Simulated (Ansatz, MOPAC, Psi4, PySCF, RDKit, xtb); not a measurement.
Complex: NH3 (SMILES N) (first 4 atoms) with C2H6O (SMILES COC); geometry from B3LYP-D3(BJ)/def2-TZVP, rigid monomers moved along the line of their centres of mass till H4···O6 is 3.07 Å.
(charge 0, multiplicity 1):
```xyz
13

N      0.498    -0.020     0.167
H     -0.037     0.569    -0.460
H      0.691    -0.883    -0.329
H     -0.099    -0.248     0.958
C     -0.470     1.181     4.180
O     -0.595    -0.215     3.987
C      0.571    -0.914     4.377
H      0.350     1.590     3.579
H     -0.292     1.418     5.236
H     -1.408     1.637     3.867
H      1.438    -0.598     3.785
H      0.386    -1.974     4.208
H      0.789    -0.755     5.441
```

| level | interaction energy (kcal/mol) | cost |
|---|---|---|
| MMFF94 | -1.54 | - |
| UFF | -0.68 | - |
| GFN-FF | -1.51 | - |
| AM1 | -0.62 | - |
| PM3 | -0.46 | - |
| PM6 | -1.29 | - |
| PM7 | -2.79 | - |
| GFN1-xTB | -1.04 | - |
| GFN2-xTB | -1.65 | - |
| HF/STO-3G (no counterpoise) | -0.76 | - |
| HF/3-21G (no counterpoise) | -1.97 | - |
| HF/6-31G* | -1.15 | - |
| HF/6-31G* (no counterpoise) | -1.67 | - |
| HF/aug-cc-pVDZ | -1.08 | - |
| PBE/def2-TZVPPD | -1.30 | ×1 |
| PBE-D3(BJ)/def2-TZVPPD | -1.83 | ×1 |
| PBE-D4/def2-TZVPPD | -1.81 | ×1 |
| BP86/6-31G* (no counterpoise) | -1.37 | - |
| r2SCAN/def2-TZVPPD | -1.37 | ×2 |
| r2SCAN-D3(BJ)/def2-TZVPPD | -1.67 | ×2 |
| r2SCAN-D4/def2-TZVPPD | -1.64 | ×2 |
| B3LYP/3-21G (no counterpoise) | -1.98 | - |
| B3LYP/6-31G* | -1.01 | - |
| B3LYP/6-31G* (no counterpoise) | -1.75 | - |
| B3LYP/6-311+G** (no counterpoise) | -1.23 | - |
| B3LYP/def2-TZVPPD | -0.93 | ×1 |
| B3LYP-D3(BJ)/def2-TZVPPD | -1.65 | ×1 |
| B3LYP-D4/def2-TZVPPD | -1.61 | ×1 |
| PBE0/def2-TZVPPD | -1.28 | ×1 |
| PBE0-D3(BJ)/def2-TZVPPD | -1.80 | ×1 |
| PBE0-D4/def2-TZVPPD | -1.77 | ×1 |
| wB97X-V/def2-TZVPPD | -1.72 | ×4 |
| wB97M-V/def2-TZVPPD | -1.65 | ×4 |
| MP2/6-31G* | -1.38 | - |
| MP2/6-31G* (no counterpoise) | -2.21 | - |
| MP2/aug-cc-pVDZ | -1.64 | - |
| SCS-MP2/aug-cc-pVDZ | -1.47 | - |
| CCSD/aug-cc-pVDZ | -1.54 | - |
| CCSD(T)/aug-cc-pVDZ | -1.62 | ×20 |
| SAPT0/jun-cc-pV(D+d)Z | -1.63 | - |

The rows run from -2.79 (PM7) to -0.46 kcal/mol (PM3). In aug-cc-pVDZ the value moves HF -1.08, MP2 -1.64, CCSD -1.54, CCSD(T) -1.62, a shift of -0.55 from HF to CCSD(T). The dispersion term adds -0.52 in PBE-D3(BJ), -0.51 in PBE-D4, -0.29 in r2SCAN-D3(BJ). The 6 functionals in def2-TZVPPD without D3 or D4 span 0.80, from wB97X-V to B3LYP.

Interaction energies are E(AB) − E(A) − E(B) at the monomers' geometry in the complex; basis-set methods are counterpoise corrected. Rows marked so take none. RDKit's UFF carries no charges.

Correlated levels freeze the cores. Rows in 3-21G, 6-311+G**, 6-31G*, STO-3G carry no dispersion term and start afresh at each structure (6-31G* with six Cartesian d functions). MP2/6-31G* freezes PySCF's default core. The state that AM1, PM3, PM6, PM7 reach isn't checked; PM7 holds dispersion and hydrogen-bond terms.

Run with Ansatz (Gaussian orbitals); MOPAC for AM1, PM3, PM6, PM7 (differences of heats of formation); Psi4 for SAPT; PySCF for 3-21G rows, 6-311+G** rows, 6-31G* rows, STO-3G rows, the dispersion terms; RDKit for the force fields; xtb for the GFN methods. 

Costs are rough ratios of core time to PBE/def2-TZVPPD (about 8 s over the structures, on one shared machine); a dash marks a level with no comparable run of its own.

Ansatz is an electronic-structure program.
